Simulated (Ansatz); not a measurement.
Two isomers of CH8AlBOSi: A = `BCO[SiH2][AlH2]`, B = `CO[B]([AlH2])[SiH3]`.

Isolated molecules relaxed with PBE0-D4/def2-TZVP in Ansatz; ΔE leaves out vibrations. CCSD(T)/CBS adds triple-zeta CCSD(T) − MP2 to the extrapolated MP2 energy (def2 sets, frozen cores). DFT in def2-TZVPP. B3LYP here is the variant with VWN-RPA as its local correlation; programs differ in this. Each species was taken in one conformer, which may not be the lowest.

Which is lower in electronic energy at CCSD(T)/CBS, and by how much? (An estimate is asked.)

The calculation gave: B, by 16.8 kJ/mol.

Give E(B) − E(A) in kJ/mol with B3LYP, MP2/def2-TZVPP, CCSD/def2-TZVPP, B3LYP-D4, HF/def2-TZVPP, PBE0-D4, CCSD(T)/def2-TZVPP. (Estimate.)

The calculation gave: B3LYP -20.4, MP2/def2-TZVPP -13.8, CCSD/def2-TZVPP -15.5, B3LYP-D4 -19.5, HF/def2-TZVPP 3.9, PBE0-D4 -24.4, CCSD(T)/def2-TZVPP -20.5. The order is the other way round with HF/def2-TZVPP.

Largest T1 diagnostic: 0.015.

From PBE to PBE0 (25 % exact exchange), in def2-TZVPP and without D4, E(B) − E(A) moves by +9.5 kJ/mol. In def2-TZVPP, CCSD(T) changes the Hartree–Fock value by −24.3 kJ/mol (the triples alone add −5.0 kJ/mol) and MP2 by −17.7 kJ/mol.
